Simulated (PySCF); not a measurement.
Two species compared at the same levels of theory.

First species: C5H9F3.
SMILES: `CC[C@H](C)C(F)(F)F`

Second species: C4H9NSi2.
SMILES with atom numbers: `[N:1]#[C:2][C@@H:3]1[CH2:4][CH2:5][SiH2:6][SiH2:7]1` (hydrogens: H8 on C3; H9, H10 on C4; H11, H12 on C5; H13, H14 on Si6; H15, H16 on Si7)

Levels: PBE0/def2-SVPD for HOMO energy, LUMO energy, HOMO–LUMO gap and static isotropic polarisability; TDDFT PBE0/def2-SVPD for lowest singlet excitation; TDA PBE0/def2-SVPD for lowest triplet excitation (Tamm–Dancoff); ΔSCF PBE0/def2-SVPD for vertical ionisation energy. Geometries: PBE0-D3(BJ)/def2-SVP. Each structure is a single optimised conformer of the isolated species, non-relativistic unless stated; the electronic structure was computed with PySCF and density fitting.

The conformers computed, where there is a choice (atom-mapped SMILES and torsion angles):
- `[CH3:1][CH2:2][C@H:3]([CH3:4])[C:5]([F:6])([F:7])[F:8]`: C1–C2–C3–C4 -65°, C2–C3–C5–F6 -177°

The conformers of `N#C[C@@H]1CC[SiH2][SiH2]1` aren't listed.

(1) Which of the two has the higher HOMO energy, and by how much?

(2) Which has the higher LUMO energy?

(3) Which of the two has the higher static isotropic polarisability, and by how much?

(4) Which has the higher S1 energy?

(5) Which has the higher T1 energy?

(6) Which of the two has the higher HOMO–LUMO gap, and by how much?

(7) Which of the two has the higher vertical ionisation energy, and by how much?

Answers

(1) The second: -7.97 eV against -9.62 eV, a difference of 1.65 eV.

(2) The first: 0.60 eV against -0.45 eV, a difference of 1.05 eV.

(3) The second: 104.0 au against 64.1 au, a difference of 39.9 au.

(4) The first: 9.01 eV against 6.33 eV, a difference of 2.68 eV.

(5) The first: 8.77 eV against 5.63 eV, a difference of 3.14 eV.

(6) The first: 10.22 eV against 7.52 eV, a difference of 2.70 eV.

(7) The first: 11.66 eV against 9.72 eV, a difference of 1.94 eV.

On the first: The 10 singlets span 9.01 to 10.09 eV, and their oscillator strengths add up to 0.27. The vertical singlet–triplet gap S1 − T1 is 0.24 eV (TDDFT singlet less Tamm–Dancoff triplet; S1: HOMO→LUMO, weight 0.95; T1: HOMO→LUMO, weight 0.90).

On the second: The polarisability is 15.41 Å³ as a volume (1 au = 0.148185 Å³), or 1.53 au for each of the 68 electrons. No computed singlet falls in the visible range (750 to 380 nm, 1.65 to 3.26 eV); S1 lies 3.07 eV above its blue end.
